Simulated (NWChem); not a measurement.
System: CH₆BNO; SMILES CB(N)O

```xyz
10

B     -0.0209     0.0697     0.0000
C      0.2463    -1.4935     0.0000
H      1.3143    -1.7579    -0.0023
H     -0.2134    -1.9702    -0.8827
H     -0.2092    -1.9693     0.8854
O     -1.2988     0.5826     0.0000
H     -1.9674    -0.1057     0.0008
N      1.0320     1.0021     0.0005
H      0.8638     1.9993    -0.0020
H      2.0058     0.7405    -0.0028
```
Atoms are numbered in this order, from 1.

Results from NWChem. Geometry: optimised at PBE0/def2-SVP. Total energies compare along this basis series because the functional is fixed.

```csv
level,basis functions,energy (Ha),highest occupied level (eV),orbital gap (eV),dipole (D)
Hartree-Fock/cc-pVDZ,86,-195.4841,…,…,…
Hartree-Fock/aug-cc-pVDZ,146,-195.5006,-11.12,12.00,1.00
Hartree-Fock/cc-pVTZ,204,-195.5487,-11.10,14.69,0.96
```

Q: Complete the blanks.

A: 
- Hartree-Fock/cc-pVDZ, highest occupied level (eV): -10.92
- Hartree-Fock/cc-pVDZ, orbital gap (eV): 15.68
- Hartree-Fock/cc-pVDZ, dipole (D): 0.91
